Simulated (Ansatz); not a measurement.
A run of Ansatz (development build ahead of 0.2.0) on singlet H₁₆ at this shape:

```json
{"atom": "H", "x (Å)": "-1.4663", "y (Å)": "0.5332", "z (Å)": "-0.9657"}
{"atom": "H", "x (Å)": "-1.3196", "y (Å)": "0.8198", "z (Å)": "-1.6511"}
{"atom": "H", "x (Å)": "-1.9197", "y (Å)": "-0.3526", "z (Å)": "1.1531"}
{"atom": "H", "x (Å)": "-1.7731", "y (Å)": "-0.0661", "z (Å)": "0.4677"}
{"atom": "H", "x (Å)": "0.2706", "y (Å)": "1.8139", "z (Å)": "-0.0585"}
{"atom": "H", "x (Å)": "0.4173", "y (Å)": "2.1005", "z (Å)": "-0.7439"}
{"atom": "H", "x (Å)": "-0.1829", "y (Å)": "0.9280", "z (Å)": "2.0603"}
{"atom": "H", "x (Å)": "-0.0362", "y (Å)": "1.2146", "z (Å)": "1.3749"}
{"atom": "H", "x (Å)": "0.0362", "y (Å)": "-1.2146", "z (Å)": "-1.3749"}
{"atom": "H", "x (Å)": "0.1829", "y (Å)": "-0.9280", "z (Å)": "-2.0603"}
{"atom": "H", "x (Å)": "-0.4173", "y (Å)": "-2.1005", "z (Å)": "0.7439"}
{"atom": "H", "x (Å)": "-0.2706", "y (Å)": "-1.8139", "z (Å)": "0.0585"}
{"atom": "H", "x (Å)": "1.7731", "y (Å)": "0.0661", "z (Å)": "-0.4677"}
{"atom": "H", "x (Å)": "1.9197", "y (Å)": "0.3526", "z (Å)": "-1.1531"}
{"atom": "H", "x (Å)": "1.3196", "y (Å)": "-0.8198", "z (Å)": "1.6511"}
{"atom": "H", "x (Å)": "1.4663", "y (Å)": "-0.5332", "z (Å)": "0.9657"}
```

Its results:

```yaml
Converged: yes
Reference_energy: -8.96516 hartree
Correlation_energy: -0.22548 hartree
Total_energy: -9.19064 hartree
Spin_squared_of_the_determinant: 0.000
```

Which input gives this output? Name the method, the orbitals and the basis set, and write the input.

RHF-MP2 in def2-SVP. An unrestricted run that stays on the closed shell gives the same numbers.

```yaml
crystal:
  periodic: [false, false, false]
  atoms:
    - { symbol: H, position_ang: [-1.4663, 0.5332, -0.9657] }
    - { symbol: H, position_ang: [-1.3196, 0.8198, -1.6511] }
    - { symbol: H, position_ang: [-1.9197, -0.3526, 1.1531] }
    - { symbol: H, position_ang: [-1.7731, -0.0661, 0.4677] }
    - { symbol: H, position_ang: [0.2706, 1.8139, -0.0585] }
    - { symbol: H, position_ang: [0.4173, 2.1005, -0.7439] }
    - { symbol: H, position_ang: [-0.1829, 0.928, 2.0603] }
    - { symbol: H, position_ang: [-0.0362, 1.2146, 1.3749] }
    - { symbol: H, position_ang: [0.0362, -1.2146, -1.3749] }
    - { symbol: H, position_ang: [0.1829, -0.928, -2.0603] }
    - { symbol: H, position_ang: [-0.4173, -2.1005, 0.7439] }
    - { symbol: H, position_ang: [-0.2706, -1.8139, 0.0585] }
    - { symbol: H, position_ang: [1.7731, 0.0661, -0.4677] }
    - { symbol: H, position_ang: [1.9197, 0.3526, -1.1531] }
    - { symbol: H, position_ang: [1.3196, -0.8198, 1.6511] }
    - { symbol: H, position_ang: [1.4663, -0.5332, 0.9657] }
basis:
  gaussian: { orbitals: def2-SVP }
hamiltonian:
  xc: hf
correlation:
  method: mp2
  frozen_orbitals: { H: 0 }
```
